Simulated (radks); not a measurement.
Results of a calculation; reference values are marked as such.
Problem. Ionisation of the lutetium ion Lu3+, [Xe] 4f14, to Lu4+, [Xe] 4f13, under several functionals. Scalar-relativistic Kohn-Sham, spin-unpolarised, spherical densities, finite nucleus; a radial shooting solver on a logarithmic mesh with Libxc functionals. The NIST Atomic Spectra Database gives 45.25 eV (semi-empirical). Rank these functionals by the error of their Delta-SCF ionisation energy: HCTH/407; Wu-Cohen GGA; LDA (Slater exchange, Perdew-Wang correlation); exchange-only B88; exchange-only r2SCAN.

Solution. From best to worst: exchange-only B88 45.281 eV (+0.032); exchange-only r2SCAN 45.147 eV (-0.102); Wu-Cohen GGA 46.778 eV (+1.529); LDA (Slater exchange, Perdew-Wang correlation) 47.093 eV (+1.844); HCTH/407 47.989 eV (+2.740). Spin polarisation and multiplet splitting are left out, so open shells lie too high by an amount that depends on their filling. Spin-orbit splitting is averaged out at the scalar-relativistic level.

Beside tabulated values, note that spin-unpolarised runs miss the spin-polarisation part of the exchange energy of open shells.
